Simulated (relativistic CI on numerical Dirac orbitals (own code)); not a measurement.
## One change at a time: Os⁶⁴⁺

Base calculation: Dirac-Coulomb-Breit CI, separate exchange-only KLI orbitals for each configuration, QED by a radiative potential, unscaled Slater integrals.

Configuration list (outside the closed core [Ne]): 3s², 3s3p, 3p², 3s3d, 3d², 3p3d, 3p4s, 3d4s, 3s4s, 3s4p, 3s4d, 3s4f, 3s5s, 3s5p, 3s5d, 4s². Levels of other configurations are missing.

Variants: (1) P86 correlation estimate; (2) non-relativistic limit; (3) one mean potential for all configurations. Shifts of the energy above 3s² ¹S0, in eV, for the lowest level and the first level of each name with at least 55 % of one term (blank where a level changes its place among those of its configuration and J or its character, or is not in the variant):

| Level | Base | Δ(1) | Δ(2) | Δ(3) |
| --- | --- | --- | --- | --- |
| 3s² ¹S0 | 0.00 | 0.00 | 0.00 | 0.00 |
| 3s3p ³P°0 | 145.51 | +0.12 | -27.55 | +0.19 |
| 3s3p ³P°1 | 162.07 | +0.12 | -44.11 | +0.19 |
| 3p² ³P0 | 348.04 | +0.24 | -76.66 | +0.42 |
| 3s3p ³P°2 | 564.49 | +0.12 | -446.53 | +0.19 |
| 3s3p ¹P°1 | 603.57 | +0.12 | -436.86 | +0.19 |
| 3p² ³P1 | 752.06 | +0.24 | -480.68 | +0.39 |
| 3s3d ³D1 | 786.16 | +0.01 | -458.12 | +0.06 |
| 3s3d ³D2 | 800.42 | +0.04 | -472.38 | +0.11 |
| 3s3d ³D3 | 880.37 | +0.01 | -552.33 | +0.05 |
| 3s3d ¹D2 | 898.59 | +0.02 | -536.10 | +0.06 |
| 3p3d ³F°2 | 942.94 | +0.09 | -488.54 | +0.33 |
| 3p² ³P2 | 1178.60 | +0.24 | -907.22 | +0.36 |
| 3p² ¹S0 | 1198.71 | +0.23 | -885.56 | +0.38 |
| 3p3d ³P°0 | 1386.42 | +0.09 | -910.20 | +0.29 |
| 3p3d ³P°1 | 1386.98 | +0.09 | -910.77 | +0.28 |
| 3p3d ³F°4 | 1457.83 | +0.09 | -1003.42 | +0.26 |
| 3p3d ³D°3 | 1489.80 | +0.09 |  | +0.24 |
| 3p3d ¹P°1 | 1503.34 | +0.09 | -988.43 | +0.25 |
| 3d² ³F2 | 1586.60 | -0.16 | -924.51 | +0.29 |
| 3d² ³P0 | 1614.69 | -0.16 | -935.35 | +0.34 |
| 3d² ³F3 | 1676.24 | -0.16 | -1014.16 | +0.23 |

At this charge energies of transitions that change n are usually good to better than 1 %, and those within a shell (Δn = 0) to a few per cent.

Ionisation energy from the two ground configurations alone: base 7467.51 eV. The NIST ASD value (theoretical) is 7468 eV.

LS names give the leading component of a level, which can be under half, so a name can repeat, a term be missing and a line seem to break the LS rules.
